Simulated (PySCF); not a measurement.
Se(Br)(OH) (BrHOSe), SMILES O[Se]Br. Geometry optimised at B3LYP-D3(BJ)/def2-TZVP. One conformer was computed; it need not be the lowest.

TDA-B3LYP/def2-SVPD run with PySCF puts the lowest singlet excitations at 2.64, 3.70, 4.53, 4.92, 5.56, 5.70 eV.

Problem. What are the lowest excitation roots from ADC(2)/aug-cc-pVDZ run with PySCF 2.14.0? (An estimate is asked for; the answer gives what the named calculation found.)

Solution. 2.98, 4.03, 4.95, 5.47, 5.75, 5.85 eV. S1 differs by 0.33 eV (second minus first; roots are paired by order, and the bases may differ).
